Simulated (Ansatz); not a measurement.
Cartesian coordinates in Å:
```
Al -0.416 0.796 -2.414
C 0.239 -0.145 -0.821
C -0.351 0.308 0.517
Ge 0.368 -0.690 2.048
H 0.143 0.413 -3.853
H -1.509 1.944 -2.271
H 1.335 -0.056 -0.813
H 0.064 -1.219 -0.978
H -0.161 1.371 0.694
H -1.439 0.196 0.528
H 1.897 -0.508 2.109
H 0.070 -2.191 1.869
H -0.239 -0.221 3.385
```

Total charge 0; spin multiplicity 1.

Q: List the PBE0/def2-TZVPP orbital energies in eV (Ansatz 0.2.0). (Best estimate.)

A: Computed: Occupied: -10859.51, -1527.57, -1357.79, -1207.60, -1207.60, -1207.59, -278.32, -277.89, -170.51, -120.30, -120.30, -120.28, -113.47, -73.61, -73.38, -73.36, -33.15, -33.15, -33.12, -33.07, -33.07, -21.13, -17.28, -14.89, -12.61, -11.66, -10.77, -10.06, -9.79, -9.14, -9.14, -8.37, -7.18. Lowest empty: -1.43, 0.39, 1.07, 1.36, 1.56, 1.88, 2.00, 2.18.
